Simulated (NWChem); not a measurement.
System: C2H8BNO; SMILES CCOBN

NWChem input:

```
start job
memory heap 200 mb stack 900 mb global 1100 mb
geometry units angstroms noautosym nocenter noautoz
  B      0.020871    -1.151938    -0.437881
  H     -0.029224    -1.043460    -1.647956
  O      0.307445    -0.077867     0.351119
  C      0.520183     1.206240    -0.178078
  C     -0.636813     2.129090     0.140614
  H      1.451266     1.603485     0.262274
  H      0.676138     1.150040    -1.271062
  H     -0.806847     2.175003     1.226939
  H     -0.432988     3.148607    -0.221456
  H     -1.564635     1.773715    -0.333771
  N     -0.214539    -2.397409     0.159808
  H     -0.421972    -3.228186    -0.373075
  H     -0.181648    -2.533526     1.161666
end
basis spherical
  * library pcsseg-1
end
dft
  xc kt2
  iterations 150
end
property
  shielding
  efieldgrad
end
task dft property
```

Output (shortened):

```
             Northwest Computational Chemistry Package (NWChem) 7.3.0
             --------------------------------------------------------

                             Geometry "geometry" -> ""
                             -------------------------

 Output coordinates in angstroms (scale by  1.889725989 to convert to a.u.)

  No.       Tag          Charge          X              Y              Z
 ---- ---------------- ---------- -------------- -------------- --------------
    1 B                    5.0000     0.02087100    -1.15193800    -0.43788100
    2 H                    1.0000    -0.02922400    -1.04346000    -1.64795600
    3 O                    8.0000     0.30744500    -0.07786700     0.35111900
    4 C                    6.0000     0.52018300     1.20624000    -0.17807800
    5 C                    6.0000    -0.63681300     2.12909000     0.14061400
    6 H                    1.0000     1.45126600     1.60348500     0.26227400
    7 H                    1.0000     0.67613800     1.15004000    -1.27106200
    8 H                    1.0000    -0.80684700     2.17500300     1.22693900
    9 H                    1.0000    -0.43298800     3.14860700    -0.22145600
   10 H                    1.0000    -1.56463500     1.77371500    -0.33377100
   11 N                    7.0000    -0.21453900    -2.39740900     0.15980800
   12 H                    1.0000    -0.42197200    -3.22818600    -0.37307500
   13 H                    1.0000    -0.18164800    -2.53352600     1.16166600

 Effective nuclear repulsion energy (a.u.)     170.8727171187

                              NWChem Property Module
                              ----------------------

  itol2e modified to match energy
  convergence criterion.

                                 NWChem DFT Module
                                 -----------------

 Summary of "ao basis" -> "ao basis" (spherical)
 ------------------------------------------------------------------------------
       Tag                 Description            Shells   Functions and Types
 ---------------- ------------------------------  ------  ---------------------
 B                          pcsseg-1                 7       17   3s3p1d
 H                          pcsseg-1                 3        5   2s1p
 O                          pcsseg-1                 7       17   3s3p1d
 C                          pcsseg-1                 7       17   3s3p1d
 N                          pcsseg-1                 7       17   3s3p1d

  itol2e modified to match energy
  convergence criterion.

            General Information
            -------------------
          SCF calculation type: DFT
          Wavefunction type:  closed shell.
          No. of atoms     :    13
          No. of electrons :    40
           Alpha electrons :    20
            Beta electrons :    20
          Charge           :     0
          Spin multiplicity:     1
          Use of symmetry is: off; symmetry adaption is: off
          Maximum number of iterations: 150
          AO basis - number of functions:   125
                     number of shells:    59
          Convergence on energy requested:  1.00D-07
          Convergence on density requested:  1.00D-05
          Convergence on gradient requested:  5.00D-04

              XC Information
              --------------
                          KT2 Method XC Functional
                        Slater Exchange Functional  1.072 local
                           KT1 gradient correction  1.000 non-local
            Perdew 1991 LDA Correlation Functional  0.577 local

             Grid Information
             ----------------
          Grid used for XC integration:  fine
          Radial quadrature: Mura-Knowles
          Angular quadrature: Lebedev.
          Tag              B.-S. Rad. Rad. Pts. Rad. Cut. Ang. Pts.
          ---              ---------- --------- --------- ---------
          B                   0.85       70          12.0       590
          H                   0.35       60          15.0       590
          O                   0.60       70          10.0       590
          C                   0.70       70          13.0       590
          N                   0.65       70          14.0       590
          Grid pruning is: on
          Number of quadrature shells:   830
          Spatial weights used:  Erf1

      Superposition of Atomic Density Guess
      -------------------------------------

 Sum of atomic energies:        -232.85135290

      Non-variational initial energy
      ------------------------------

 Total energy =    -235.793134
 1-e energy   =    -651.976163
 2-e energy   =     245.310312
 HOMO         =      -0.367136
 LUMO         =       0.068688

   convergence    iter        energy       DeltaE   RMS-Dens  Diis-err
 ---------------- ----- ----------------- --------- --------- ---------
 d= 0,ls=0.0,diis     1   -239.6527596626 -4.11D+02  8.87D-03  5.48D-01
 d= 0,ls=0.0,diis     2   -239.6128533245  3.99D-02  5.56D-03  1.13D+00
 d= 0,ls=0.0,diis     3   -239.7219965306 -1.09D-01  1.25D-03  5.34D-02
 d= 0,ls=0.0,diis     4   -239.7249423313 -2.95D-03  6.04D-04  1.53D-02
 d= 0,ls=0.0,diis     5   -239.7264604085 -1.52D-03  1.29D-04  8.35D-04
  Resetting Diis
 d= 0,ls=0.0,diis     6   -239.7265508256 -9.04D-05  3.72D-05  6.12D-05
 d= 0,ls=0.0,diis     7   -239.7265579282 -7.10D-06  1.31D-05  1.63D-06
 d= 0,ls=0.0,diis     8   -239.7265578085  1.20D-07  7.68D-06  2.57D-06
 d= 0,ls=0.0,diis     9   -239.7265581153 -3.07D-07  1.14D-06  4.87D-08
 d= 0,ls=0.0,diis    10   -239.7265581200 -4.71D-09  3.50D-07  5.42D-09

         Total DFT energy =     -239.726558119969
      One electron energy =     -657.789649296841
           Coulomb energy =      284.539440477699
    Exchange-Corr. energy =      -37.349066419487
 Nuclear repulsion energy =      170.872717118660

 Numeric. integr. density =       39.999994836944

                       DFT Final Molecular Orbital Analysis
                       ------------------------------------

[...]

          -----------------------------------------
          Chemical Shielding Tensors (GIAO, in ppm)
          -----------------------------------------

                                NWChem CPHF Module
                                ------------------

  scftype          =     RHF
  nclosed          =       20
  nopen            =        0
  variables        =     2100
  # of vectors     =        3
  tolerance        = 0.10D-03
  level shift      = 0.00D+00
  max iterations   =       50
  max subspace     =       30

 SCF residual:    2.3720285953179812E-005

Iterative solution of linear equations
  No. of variables     2100
  No. of equations        3
  Maximum subspace       30
        Iterations       50
       Convergence  1.0D-04

   iter   nsub   residual    time
   ----  ------  --------  ---------
     1      3    1.12D-05      46.8

      Atom:    1  B
        Diamagnetic
    185.7890      5.6828      0.9788
      5.6828    211.5559      1.3937
      0.9788      1.3937    198.1429

        Paramagnetic
    -95.1939     -6.9615     -4.6984
     -6.9615   -126.2578     -5.0765
     -4.6984     -5.0765   -143.8028

        Total Shielding Tensor
     90.5950     -1.2787     -3.7195
     -1.2787     85.2982     -3.6828
     -3.7195     -3.6828     54.3401

           isotropic =      76.7444
          anisotropy =      21.5660

          Principal Components and Axis System
                 1           2           3
               91.1217     85.6020     53.5095

      1         0.9831      0.1515      0.1031
      2        -0.1633      0.9794      0.1186
      3        -0.0831     -0.1334      0.9876

      Atom:    2  H
        Diamagnetic
     23.0085      0.8909      0.6895
      0.8909     28.1230      0.1656
      0.6895      0.1656     37.5754

        Paramagnetic
      2.2970     -0.8294     -0.6844
     -0.8294     -0.5887      0.1392
     -0.6844      0.1392     -9.3145

        Total Shielding Tensor
     25.3056      0.0615      0.0051
      0.0615     27.5344      0.3048
      0.0051      0.3048     28.2609

           isotropic =      27.0336
          anisotropy =       2.0077

          Principal Components and Axis System
                 1           2           3
               28.3721     27.4249     25.3039

      1         0.0084      0.0264      0.9996
      2         0.3425      0.9391     -0.0277
      3         0.9395     -0.3426      0.0011

      Atom:    3  O
        Diamagnetic
    380.7048      9.4379      0.7535
      9.4379    421.3098      1.9941
      0.7535      1.9941    385.6432

        Paramagnetic
   -102.8262    -67.6237      1.1699
    -67.6237   -318.7262     77.7754
      1.1699     77.7754   -219.0882

        Total Shielding Tensor
    277.8786    -58.1858      1.9233
    -58.1858    102.5836     79.7695
      1.9233     79.7695    166.5550

           isotropic =     182.3391
          anisotropy =     176.0286

          Principal Components and Axis System
                 1           2           3
              299.6915    209.0602     38.2655

      1         0.9160      0.3445      0.2056
      2        -0.3499      0.4350      0.8297
      3        -0.1964      0.8319     -0.5190

      Atom:    4  C
        Diamagnetic
    242.7260     -3.2056     -1.9138
     -3.2056    257.3825     -3.8214
     -1.9138     -3.8214    240.1939

        Paramagnetic
   -149.1719     12.8113     -7.0627
     12.8113   -104.3487    -19.4118
     -7.0627    -19.4118   -142.6433

        Total Shielding Tensor
     93.5541      9.6057     -8.9765
      9.6057    153.0338    -23.2332
     -8.9765    -23.2332     97.5506

           isotropic =     114.7128
          anisotropy =      73.2964

          Principal Components and Axis System
                 1           2           3
              163.5770     95.4968     85.0646

      1         0.1710      0.7705      0.6141
      2         0.9219     -0.3451      0.1762
      3        -0.3476     -0.5360      0.7693

      Atom:    5  C
        Diamagnetic
    251.2530     -6.4864     -1.4466
     -6.4864    254.3624      1.0960
     -1.4466      1.0960    244.8055

        Paramagnetic
    -83.5137     -5.6211     -4.7777
     -5.6211    -82.0644     -1.2446
     -4.7777     -1.2446    -97.1578

        Total Shielding Tensor
    167.7394    -12.1075     -6.2243
    -12.1075    172.2980     -0.1487
     -6.2243     -0.1487    147.6477

           isotropic =     162.5617
          anisotropy =      30.3193

          Principal Components and Axis System
                 1           2           3
              182.7746    159.5932    145.3173

      1        -0.6510      0.6772      0.3428
      2         0.7507      0.6412      0.1590
      3         0.1122     -0.3609      0.9258

      Atom:    6  H
        Diamagnetic
     35.6160      5.4446      4.0787
      5.4446     28.8969      1.5568
      4.0787      1.5568     23.0313

        Paramagnetic
     -5.7058     -3.1037     -3.2441
     -3.1037     -0.0012     -2.0030
     -3.2441     -2.0030     -0.4267

        Total Shielding Tensor
     29.9102      2.3409      0.8347
      2.3409     28.8957     -0.4462
      0.8347     -0.4462     22.6046

           isotropic =      27.1368
          anisotropy =       7.0147

          Principal Components and Axis System
                 1           2           3
               31.8133     27.1729     22.4244

      1         0.7824     -0.6052     -0.1473
      2         0.6215      0.7740      0.1210
      3         0.0408     -0.1862      0.9817

      Atom:    7  H
        Diamagnetic
     22.3753      0.2075     -4.0950
      0.2075     27.3709     -1.7154
     -4.0950     -1.7154     36.9545

        Paramagnetic
      3.1395     -0.6658      1.0492
     -0.6658      0.5846      0.3071
      1.0492      0.3071     -8.5547

        Total Shielding Tensor
     25.5149     -0.4582     -3.0458
     -0.4582     27.9555     -1.4082
     -3.0458     -1.4082     28.3998

           isotropic =      27.2901
          anisotropy =       5.0833

          Principal Components and Axis System
                 1           2           3
               30.6789     27.8911     23.3001

      1        -0.4531     -0.3904      0.8014
      2        -0.3481      0.9051      0.2441
      3         0.8207      0.1684      0.5460

      Atom:    8  H
        Diamagnetic
     24.9383     -2.6663     -3.8995
     -2.6663     26.5869      2.9309
     -3.8995      2.9309     36.6303

        Paramagnetic
      2.8456      1.3502      2.0182
      1.3502      1.7216     -0.9562
      2.0182     -0.9562     -3.2463

        Total Shielding Tensor
     27.7840     -1.3161     -1.8812
     -1.3161     28.3085      1.9747
     -1.8812      1.9747     33.3840

           isotropic =      29.8255
          anisotropy =       7.4091

          Principal Components and Axis System
                 1           2           3
               34.7649     28.0176     26.6939

      1        -0.3035     -0.5117      0.8038
      2         0.3347      0.7326      0.5927
      3         0.8921     -0.4489      0.0511

      Atom:    9  H
        Diamagnetic
     24.7374     -0.0995     -0.6129
     -0.0995     39.9952     -4.0612
     -0.6129     -4.0612     24.5580

        Paramagnetic
      2.4991     -0.4687      0.4685
     -0.4687     -3.8374      2.0923
      0.4685      2.0923      2.8241

        Total Shielding Tensor
     27.2365     -0.5682     -0.1443
     -0.5682     36.1578     -1.9690
     -0.1443     -1.9690     27.3821

           isotropic =      30.2588
          anisotropy =       9.5250

          Principal Components and Axis System
                 1           2           3
               36.6088     27.3712     26.7963

      1        -0.0560      0.8439      0.5336
      2         0.9766     -0.0648      0.2050
      3        -0.2075     -0.5326      0.8205

      Atom:   10  H
        Diamagnetic
     36.4707      0.2480      5.2102
      0.2480     27.1123      1.3235
      5.2102      1.3235     24.7060

        Paramagnetic
     -2.6525     -0.5158     -2.8205
     -0.5158      1.3078     -0.6194
     -2.8205     -0.6194      3.5121

        Total Shielding Tensor
     33.8182     -0.2679      2.3897
     -0.2679     28.4201      0.7041
      2.3897      0.7041     28.2181

           isotropic =      30.1522
          anisotropy =       6.8208

          Principal Components and Axis System
                 1           2           3
               34.6993     28.8063     26.9508

      1         0.9383     -0.1567     -0.3083
      2        -0.0012      0.8899     -0.4562
      3         0.3458      0.4284      0.8348

      Atom:   11  N
        Diamagnetic
    302.2721      5.8570      0.7228
      5.8570    329.9347     -2.6074
      0.7228     -2.6074    323.5185

        Paramagnetic
   -100.3696     -9.8214    -14.6044
     -9.8214   -129.1043    -53.1799
    -14.6044    -53.1799   -163.0261

        Total Shielding Tensor
    201.9025     -3.9644    -13.8815
     -3.9644    200.8303    -55.7873
    -13.8815    -55.7873    160.4924

           isotropic =     187.7417
          anisotropy =      79.2651

          Principal Components and Axis System
                 1           2           3
              240.5852    203.5515    119.0885

      1         0.1264      0.9785      0.1629
      2         0.8036     -0.1972      0.5616
      3        -0.5816     -0.0599      0.8112

[...]
```

Level: KT2/pcSseg-1, GIAO. Geometry: optimised at PBE0/def2-SVP. Not confirmed as a minimum by frequencies. NWChem prints the field gradient with the sign opposite to the second derivative of the potential. The printed shielding anisotropy is the first printed principal value minus the mean of the other two.
